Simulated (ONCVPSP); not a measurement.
## Before and after: ONCV potential for Pb (Z = 82)

Pb, optimised norm-conserving Vanderbilt (ONCV), made with ONCVPSP 4.0.1 (BLYP, scalar-relativistic). Core [Kr] 4d10 4f14 5s2, reference 5p6 5d10 6s2 6p1.75 (charge +0.25). Waves: 6s: rc 2.10 bohr, ncon 4, nbas 7, qcut 3.1 1/bohr, 2 projectors, debl 1.8 Ha; 5p+6p: rc 1.60 bohr, ncon 5, nbas 8, qcut 7.5 1/bohr, 3 projectors, debl 1.7 Ha; 5d: rc 1.25 bohr, ncon 4, nbas 7, qcut 8.8 1/bohr, 2 projectors, debl 0.9 Ha. Local part: polynomial inside 1.00 bohr (lpopt 5, dvloc0 1 Ha). Core correction: Teter function, fcfact 5.5, rcfact 1.4.

Change: p: rc 1.72.

Cutoffs: the cutoffs (Ha) at which the residual kinetic energy of the hardest occupied pseudo-wave falls to 1 and 0.1 mHa per electron; they do not see the model core or the augmentation charge, which bear on the density cutoff. Errors are all-electron minus pseudo energies relative to the spin-unpolarised reference configuration.

Question: How do hardness, ghosts and transferability respond?

Answer: The potential gets softer (24 Ha and 49 Ha → 24 Ha and 38 Ha); both files keep a bound ghost (s); the errors of the 4 common tests hardly move. A larger radius leaves more room for a smooth pseudo-wave, so fewer plane waves are needed.

```csv
quantity,base,changed
"cutoff, loose",24 Ha,24 Ha
"cutoff, tight",49 Ha,38 Ha
loose cutoff by channel,"s 15 Ha, p 17 Ha, d 24 Ha","s 15 Ha, p 18 Ha, d 24 Ha"
bound ghosts,s,s
GHOST(+) flags under 300 eV,none,none
"error for 5p6 5d10 6s2 6p2, meV [ΔE -1.04 eV]",+0.4,+0.4
"error for 5p6 5d10 6s2 6p1, meV [ΔE 5.50 eV]",-2.6,-2.6
"error for 5p6 5d10 6s2 6p0, meV [ΔE 18.99 eV]",-9.8,-10
"error for 5p6 5d9 6s2 6p2, meV [ΔE 25.89 eV]",-21,-20
s: phases at 2.13 bohr within 0.05 rad from the reference energy up to (Ha; the scan ends near 5),2.9,2.9
d: phases at 1.27 bohr within 0.05 rad from the reference energy up to (Ha; the scan ends near 5),to the end of the scan,to the end of the scan
"rms error of d²Exc/dni dnj with the model core, mHa",0.52,0.55
```

 A true bound ghost makes a file unfit for plane-wave use even where its test errors are small: the radial tests pick states by their node count and pass the ghost by.
